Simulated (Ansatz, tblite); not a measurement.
Removing and adding an electron: SiHCl3. Total charge 0; singlet. Geometry: r2SCAN-D4/def2-SVP. Ansatz, gas phase; energy differences of separate SCF runs; the oxidised species was run as a doublet alone; the reduced species was run as a doublet alone.

Cartesian coordinates in Å:
```
Si -0.0702 -0.0325 0.0898
H -0.9414 -0.4399 1.2078
Cl -1.2153 0.6815 -1.4524
Cl 1.0129 -1.6454 -0.5617
Cl 1.2140 1.4363 0.7165
```

The xTB rows come from tblite. HSE06 is defined as in plane-wave codes, on full-range PBE exchange. Correlated methods freeze 20 core orbitals. In CCSD on the charge 1 doublet the largest single amplitude is 0.35, so its Hartree–Fock determinant may place the open shell otherwise than the density functionals do. HOMO above LUMO, or a gap near zero within one spin, warns that the state may not be the lowest or that an electron is smeared out.

```json
{"level": "GFN2-xTB", "−HOMO (eV)": "12.17", "vertical IE (eV)": "14.83", "−LUMO (eV)": "5.81", "vertical EA (eV)": "2.83", "HOMO–LUMO gap (eV)": "6.36", "IE − EA (eV)": "12.00", "remarks": "–"}
{"level": "PBE-D4/def2-TZVP", "−HOMO (eV)": "7.96", "vertical IE (eV)": "10.92", "−LUMO (eV)": "1.29", "vertical EA (eV)": "–", "HOMO–LUMO gap (eV)": "6.67", "IE − EA (eV)": "–", "remarks": "gap within one spin near zero (+1 doublet)"}
{"level": "r2SCAN-D4/def2-TZVPD", "−HOMO (eV)": "8.38", "vertical IE (eV)": "–", "−LUMO (eV)": "1.07", "vertical EA (eV)": "-0.69", "HOMO–LUMO gap (eV)": "7.31", "IE − EA (eV)": "–", "remarks": "HOMO above zero (-1 doublet)"}
{"level": "r2SCANh-D4/def2-TZVP", "−HOMO (eV)": "8.86", "vertical IE (eV)": "11.39", "−LUMO (eV)": "0.56", "vertical EA (eV)": "–", "HOMO–LUMO gap (eV)": "8.30", "IE − EA (eV)": "–", "remarks": "–"}
{"level": "PBE0-D4/def2-TZVP", "−HOMO (eV)": "9.39", "vertical IE (eV)": "11.47", "−LUMO (eV)": "0.28", "vertical EA (eV)": "–", "HOMO–LUMO gap (eV)": "9.10", "IE − EA (eV)": "–", "remarks": "–"}
{"level": "PBE0-D4/def2-TZVPD", "−HOMO (eV)": "9.43", "vertical IE (eV)": "–", "−LUMO (eV)": "0.56", "vertical EA (eV)": "-0.65", "HOMO–LUMO gap (eV)": "8.87", "IE − EA (eV)": "–", "remarks": "HOMO above zero (-1 doublet)"}
{"level": "r2SCAN0-D4/def2-TZVP", "−HOMO (eV)": "9.64", "vertical IE (eV)": "11.64", "−LUMO (eV)": "0.05", "vertical EA (eV)": "–", "HOMO–LUMO gap (eV)": "9.58", "IE − EA (eV)": "–", "remarks": "–"}
{"level": "CCSD/def2-TZVPP", "−HOMO (eV)": "–", "vertical IE (eV)": "12.04", "−LUMO (eV)": "–", "vertical EA (eV)": "–", "HOMO–LUMO gap (eV)": "–", "IE − EA (eV)": "–", "remarks": "large T1 (0.065) (+1 doublet)"}
```

(1) Estimate the rows for GFN1-xTB, PBE-D4/def2-TZVPD, revPBE-D4/def2-TZVP, r2SCAN-D4/def2-TZVP, B97M-V/def2-TZVP, HSE06-D4/def2-TZVP, CCSD(T)/def2-TZVPP.

Answers

(1) 
| level | −HOMO (eV) | vertical IE (eV) | −LUMO (eV) | vertical EA (eV) | HOMO–LUMO gap (eV) | IE − EA (eV) | remarks |
| --- | --- | --- | --- | --- | --- | --- | --- |
| GFN1-xTB | 12.60 | 15.05 | 4.44 | 1.76 | 8.16 | 13.28 | – |
| PBE-D4/def2-TZVPD | 8.03 | – | 1.51 | -0.45 | 6.52 | – | HOMO above zero (-1 doublet) |
| revPBE-D4/def2-TZVP | 7.91 | 10.90 | 1.18 | – | 6.73 | – | gap within one spin near zero (+1 doublet) |
| r2SCAN-D4/def2-TZVP | 8.35 | 11.21 | 0.91 | – | 7.44 | – | – |
| B97M-V/def2-TZVP | 8.45 | 11.32 | 0.93 | – | 7.52 | – | – |
| HSE06-D4/def2-TZVP | 8.98 | 11.44 | 0.67 | – | 8.32 | – | – |
| CCSD(T)/def2-TZVPP | – | 11.93 | – | – | – | – | large T1 (0.065) (+1 doublet) |

Relaxing the oxidised species (r2SCAN-D4/def2-SVP) changes its energy by -0.05 eV at PBE-D4/def2-TZVP, so the adiabatic ionisation energy to this nearest minimum is 10.88 eV. At PBE0-D4/def2-TZVP it is 11.42 eV.  Run but left out: HF/def2-TZVPP, MP2/def2-TZVPP (charge +1 doublet: a determinant that CCSD turns far, T1 0.065).   A HOMO above zero means that the electron is unbound at that level or that self-interaction error raises the level; the energy of removing that electron tells which. Raw xTB energy differences between charge states are shifted by several eV; the methods need an empirical correction for them. A negative affinity means that the extra electron isn't bound; its size then hangs on the basis.
